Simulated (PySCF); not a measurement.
Match the calculated data to a structure.

All candidates are C5H12OSSi.

* Rotational structure: rotational constants A, B, C: 2.335, 0.704, 0.599 GHz [GFN2-xTB]
* NMR, other nuclei: isotropic shieldings of nuclei other than C and H, by class: -337 (1 O), 422 (1 Si), 452 (1 S) ppm [GIAO PBE0/pcSseg-1]
* Dipole: 1.52 D [PBE0/pcSseg-1]
* 13C NMR: chemical shifts (computed TMS as zero) by class: 206.0 (1 C), 40.5 (1 C), 34.0 (1 C), 28.3 (1 C), 10.3 (1 C) ppm [GIAO PBE0/pcSseg-1]
* 1H NMR: chemical shifts (computed TMS as zero) by class: 3.81 (3 H), 3.12 (2 H), 2.40 (3 H), 2.31 (2 H), 1.08 (2 H) ppm [GIAO PBE0/pcSseg-1]

The electronic properties come from PySCF, for the isolated species, density fitting. Levels stand in brackets. One conformer (not necessarily the lowest) at the GFN2-xTB geometry, without solvent, vibrations or thermal averaging. GFN2-xTB frequencies show an imaginary mode (23i cm⁻¹), so this geometry is no minimum at that level. NMR classes are plain means over equivalent atoms (diastereotopic ones count apart unless rotation or inversion swaps them), as if these changed places fast.

**Question.** Which candidate is it?
A. `C=CC[Si@](O)(S)CC`
B. `CC(=O)CSCC[SiH3]`
C. `C=C[Si@@H](S)OC(C)C`

**Answer.** B. It is `CC(=O)CSCC[SiH3]`. Numbering: `[CH3:1][C:2](=[O:3])[CH2:4][S:5][CH2:6][CH2:7][SiH3:8]`. Its formula, C5H12OSSi, gives 1 degree of unsaturation: 0 rings and 1 π bond in the structure found. 5 carbons fall into 5 classes; from least to most shielded: ketone carbonyl carbon [C2] (206.0 ppm), sp3 carbon bound to sulfur [C4] (40.5 ppm), sp3 carbon bound to sulfur [C6] (34.0 ppm), methyl carbon next to a carbonyl [C1] (28.3 ppm), sp3 carbon bound to silicon [C7] (10.3 ppm). Hydrogen classes from least to most shielded: 3 H on an SiH3 silicon, Si8 (3.81 ppm), 2 H on an sp3 carbon bound to sulfur, C4 (3.12 ppm), 3 H on a methyl carbon next to a carbonyl, C1 (2.40 ppm, a mean of values up to 1.7 ppm apart in this geometry), 2 H on an sp3 carbon bound to sulfur, C6 (2.31 ppm), 2 H on an sp3 carbon bound to silicon, C7 (1.08 ppm, a mean of values up to 0.9 ppm apart in this geometry). The other shieldings belong to: -337 ppm, ketone oxygen [O3]; 422 ppm, SiH3 silicon [Si8]; 452 ppm, sulfide sulfur [S5]. The optimised geometry has point group C1 and is an asymmetric top.

The others, at the same levels:
- `C=CC[Si@](O)(S)CC` fails: its computed 13C shifts are 144.0 (1 C), 121.4 (1 C), 27.5 (1 C), 14.6 (1 C), 8.7 (1 C) ppm, 1H shifts are 6.25 (1 H), 5.40 (1 H), 5.17 (1 H), 2.22 (1 H), 1.84 (1 H), 1.53 (1 H), 1.23 (1 H), 1.11 (3 H), 0.98 (1 H), 0.73 (1 H) ppm and rotational constant A is 1.747 GHz (against 2.335 GHz).
- `C=C[Si@@H](S)OC(C)C` fails: its computed 13C shifts are 148.9 (1 C), 141.7 (1 C), 69.9 (1 C), 27.9 (1 C), 27.0 (1 C) ppm, 1H shifts are 6.68 (1 H), 6.41 (1 H), 5.98 (1 H), 5.83 (1 H), 4.06 (1 H), 1.34 (3 H), 1.28 (3 H), -0.11 (1 H) ppm and rotational constant A is 2.011 GHz (against 2.335 GHz).

Each candidate is one conformer, not necessarily the lowest. Dipoles, sizes and rotational constants follow the conformer. The torsions of the flexible species, by atom-mapped SMILES:
- `[CH3:1][C:2](=[O:3])[CH2:4][S:5][CH2:6][CH2:7][SiH3:8]`: C1–C2–C4–S5 -77°, C2–C4–S5–C6 -61°, C4–S5–C6–C7 -65°, S5–C6–C7–Si8 -172°
- `[CH2:1]=[CH:2][Si@@H:3]([SH:4])[O:5][CH:6]([CH3:7])[CH3:8]`: C1–C2–Si3–S4 71°, C2–Si3–O5–C6 -159°, Si3–O5–C6–C7 -125°, H–S4–Si3–C2 -48°

The conformers of `C=CC[Si@](O)(S)CC` aren't listed.
